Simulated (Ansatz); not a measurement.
CH3NOSi, SMILES `O=C=N[SiH3]`. Total charge 0; spin multiplicity 1.

```xyz
7

O    -0.0544    0.3052    3.0131
C    -0.0331    0.1883    1.8541
N    -0.0112    0.0690    0.6698
Si    0.0184   -0.1041   -1.0264
H    -0.8797    0.9093   -1.6278
H    -0.4458   -1.4666   -1.3778
H     1.4058    0.0989   -1.5051
```

(1) What are the harmonic wavenumbers in cm⁻¹ at PBE0-D4/def2-TZVP (Ansatz, finite differences of forces, unscaled)? (Best estimate.)

Answers

(1) The calculation gave: 10i, 10i, 608, 631, 632, 711, 711, 949, 949, 960, 1533, 2247, 2252, 2252, 2440.
